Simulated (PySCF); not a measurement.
Species: C7H14NOP.
Bonds: C1–N2, N2–C3, N2–P4, P4–C5, C5–C6, C6–C7, C7–O8 (double), C7–C9, C9–C10, P4–C10. Hydrogens: H11, H12, H13 on C1; H14, H15, H16 on C3; H17, H18 on C5; H19, H20 on C6; H21, H22 on C9; H23, H24 on C10.

NICS is the negative of the GIAO shielding at a point without a nucleus: at the ring centre (0) and 1 Å above and below it (1); zz is the component along the ring normal. Level: GIAO PBE0/pcSseg-1 (PySCF, non-relativistic, gas phase) on the GFN2-xTB geometry, one conformer.

Ring bond lengths (Å), with Mayer bond orders in brackets: P4–C5 1.866 (0.93), C5–C6 1.529 (1.03), C6–C7 1.510 (0.97), C7–C9 1.510 (0.97), C9–C10 1.529 (1.03), C10–P4 1.865 (0.93).

Q: What do the NICS probes read (ppm)?

A: 
```csv
ring,type,NICS(0),"NICS(1), two faces","NICS(1)zz, two faces",rms pucker (Å),"centre to ring atoms, mean (Å)"
P4–C5–C6–C7–C9–C10,6-membered ring with P; formal bonds all single,-1.5,-1.6 / -2.5,4.6 / 3.1,0.29,1.56
```

Q: What can be read from them?

A: 
- P4–C5–C6–C7–C9–C10: mean NICS(1)zz 3.8 ppm, deshielded. C5, C6, C9, C10 have four or more neighbours, and the NICS criterion for π rings isn't applied.
